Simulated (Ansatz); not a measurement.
Species: CH$_{4}$Si, net charge -1, doublet state. 
Structure (B3LYP-D3(BJ)/def2-TZVP (Ansatz, an electronic-structure program) minimum search):
```
C
H 1 1.0916
H 1 1.0916 2 111.90
Si 1 1.8245 2 119.74 3 147.71
H 4 1.5284 1 106.80 2 161.02
H 4 1.5284 5 100.82 1 111.42
```
Charge -1, spin multiplicity 2.

Basis-set convergence of Hartree-Fock and MP2 correlation energies (hartree) with Ansatz. Cores are frozen in the correlated levels unless marked. UHF or UKS for open shells. Spin-orbit coupling is left out. Non-relativistic. This anion needs diffuse functions, which these sets lack.

```csv
basis,functions,E(HF),"E(corr, MP2)"
cc-pV(D+d)Z,57,-329.04267,-0.23700
cc-pV(T+d)Z,125,[?],[?]
```

Question: Fill in the missing entries.

Answer: 
- cc-pV(T+d)Z, E(HF): -329.07102
- cc-pV(T+d)Z, E(corr, MP2): -0.29601
